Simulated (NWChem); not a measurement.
Molecule: C$_{2}$H$_{5}$FOSi; SMILES [SiH2](F)CC=O

```xyz
10

O      0.2792    -2.3898     0.5207
C      0.4119    -1.5447    -0.3381
C     -0.6361    -0.5224    -0.6893
Si    -0.4546     1.0794     0.3071
F      0.9277     1.8123    -0.1016
H      1.3617    -1.4620    -0.9115
H     -0.5962    -0.2723    -1.7570
H     -1.6286    -0.9250    -0.4478
H     -0.4251     0.7776     1.7573
H     -1.5858     1.9808    -0.0278
```
Atoms are numbered in this order, from 1.

Computed with NWChem. The geometry was optimised at B3LYP/6-31G* (spherical d). Ions are spin-unrestricted doublets at the neutral geometry; other ion states weren't tried. Functional: LC-ωPBE (HJS hole) with def2-SVP; rows give the range parameter ω in 1/bohr.

```tsv
range parameter (1/bohr)	vertical ionisation energy, ΔSCF (eV)	−ε(HOMO) (eV)	ΔSCF minus −ε(HOMO) (eV)
0.10	9.65	7.26	2.39
0.15	9.75	7.92	1.83
0.20	[?]	[?]	[?]
0.25	9.94	9.03	0.91
0.50	10.25	10.82	-0.57
```

Problem. What belongs in the gaps?

Solution. 
- 0.20, vertical ionisation energy, ΔSCF (eV): 9.85
- 0.20, −ε(HOMO) (eV): 8.51
- 0.20, ΔSCF minus −ε(HOMO) (eV): 1.34
